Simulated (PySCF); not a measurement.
**Electron correlation in B (boron, neutral)**

[He] 2s2 3s1, 2S determinant (an excited configuration). All numbers are calculated (PySCF 2.14, scalar relativity by spin-free X2C-1e, in aug-cc-pCVTZ-DK with one added diffuse shell each of s, p, d, f type (8s7p5d3f, 75 functions)). Frozen: nothing; 5 electrons correlated.

| level | correlation energy (mhartree) |
| --- | --- |
| CCSD | -111.57 |
| (T) | -1.31 |
| CCSD(T) | -112.88 |

Diagnostics: T1 = 0.023, D1 = 0.0694, largest double amplitude 0.138.

The outer electron is Rydberg-like, and this basis confines it to a smaller radius and binds it less than a complete one would.

Cost of the coupled-cluster step: about 21 core-seconds, for 5 correlated electrons.
